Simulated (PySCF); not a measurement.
Order these species by their calculated properties.

Each SMILES stands for a single optimised conformer of the isolated species, non-relativistic unless stated; the electronic structure was computed with PySCF and density fitting.

Dipoles, sizes and rotational constants follow the conformer. The torsions of the flexible species, by atom-mapped SMILES:
- `[CH3:1][CH2:2][S:3][C@@H:4]([CH3:5])[SiH:6]([F:7])[F:8]`: C1–C2–S3–C4 -159°, C2–S3–C4–C5 -63°, S3–C4–Si6–F7 -90°
- `[CH3:1][c:2]1[n:3][cH:4][nH:5][c:6]1[S:7]([CH3:8])(=[O:9])=[O:10]`: N5–C6–S7–C8 104°
- `[CH3:1][C@H:2]([S:3][CH2:4][SiH3:5])[CH:6]([F:7])[F:8]`: C1–C2–S3–C4 -65°, C2–S3–C4–Si5 169°, C1–C2–C6–F7 45°
- `[CH2:1]=[C:2]1[CH:3]=[C:4]([C:5]([F:6])([F:7])[F:8])/[C:9]1=[CH:10]\[O:11][CH3:12]`: C3–C4–C5–F6 -120°, C9–C10–O11–C12 180°
- `[O:1]=[C:2]([O-:3])[CH:4]1[CH2:5][CH2:6]1`: O1–C2–C4–C5 145°
- `[O+:1]#[C:2][CH2:3][O:4][CH:5]1[CH2:6][CH2:7][CH2:8]1`: O1–C2–C3–O4 -6°, C2–C3–O4–C5 -104°, C3–O4–C5–C6 -62°
- `[F:1][C:2]([F:3])([F:4])[O:5][c:6]1[cH:7][cH:8][s:9][cH:10]1`: F1–C2–O5–C6 61°, C2–O5–C6–C7 0°
- `[CH2:1]=[CH:2][S@:3](=[O:4])[CH2:5][CH:6]1[CH2:7][CH2:8][CH2:9]1`: C1–C2–S3–O4 -2°, C2–S3–C5–C6 171°, S3–C5–C6–C7 173°
- `[CH3:1][S:2][C@@:3]([CH3:4])([SiH3:5])[CH:6]([F:7])[F:8]`: C1–S2–C3–C4 -71°, S2–C3–C6–F7 -72°
- `[CH3:1][c:2]1[cH:3][o:4][c:5]([N:6]([CH3:7])[CH3:8])[p:9]1`: O4–C5–N6–C7 168°

The conformers of `CO[C@@H]1CC[C@H]2CC[C@@H]1C2` aren't listed.

Problem. Rank by HOMO energy, highest first (PBE0/pcSseg-1 at GFN2-xTB geometries).
A. `C[C@H](SC[SiH3])C(F)F`
B. `CCS[C@@H](C)[SiH](F)F`
C. `[C@@H]12CC[C@@H](C1)CC[C@H]2OC`
D. `C=C1C=C(C(F)(F)F)/C1=C\OC`
E. `Cc1nc[nH]c1S(C)(=O)=O`
F. `C/C=C/C#N`

Solution. D (-6.40 eV), B (-6.62 eV), A (-6.78 eV), C (-7.11 eV), E (-7.32 eV), F (-7.98 eV).

Problem. Rank by smallest rotational constant, lowest first (GFN2-xTB).
A. `CCS[C@@H](C)[SiH](F)F`
B. `C/C=C/C#N`
C. `C([SiH3])S[C@@H](C)C(F)F`
D. `[O+]#CCOC1CCC1`
E. `O=C([O-])C1CC1`
F. `C=C1C=C(C(F)(F)F)/C1=C\OC`
G. `Cc1nc[nH]c1S(C)(=O)=O`

Solution. F (0.501 GHz), C (0.619 GHz), A (0.731 GHz), G (0.784 GHz), D (0.995 GHz), B (2.236 GHz), E (2.453 GHz).

Problem. Rank by dipole moment, highest first (PBE0/pcSseg-1 at GFN2-xTB geometries).
A. `C=C[S@](=O)CC1CCC1`
B. `C/C=C/C#N`
C. `CCS[C@@H](C)[SiH](F)F`
D. `C[C@H](SC[SiH3])C(F)F`
E. `c1nc(C)c([nH]1)S(C)(=O)=O`
F. `FC(F)(F)Oc1ccsc1`
G. `CS[C@@](C)([SiH3])C(F)F`

Solution. B (4.75 D), E (3.68 D), A (3.35 D), G (2.68 D), F (2.25 D), C (1.40 D), D (0.85 D).

Problem. By how much do the two ends of that ranking differ?

Solution. By 3.90 D, between `C/C=C/C#N` and `C[C@H](SC[SiH3])C(F)F`.

Problem. Rank by HOMO–LUMO gap, highest first (PBE0/pcSseg-1 at GFN2-xTB geometries).
A. `F[SiH](F)[C@H](C)SCC`
B. `Cc1coc(N(C)C)p1`
C. `C[C@H](SC[SiH3])C(F)F`
D. `CC1=C(S(C)(=O)=O)NC=N1`
E. `C1(C=C(C(F)(F)F)/C1=C\OC)=C`
F. `C/C=C/C#N`
G. `CO[C@@H]1CC[C@H]2CC[C@@H]1C2`

Solution. G (8.35 eV), C (7.14 eV), A (6.95 eV), D (6.83 eV), F (6.66 eV), B (5.39 eV), E (4.94 eV).
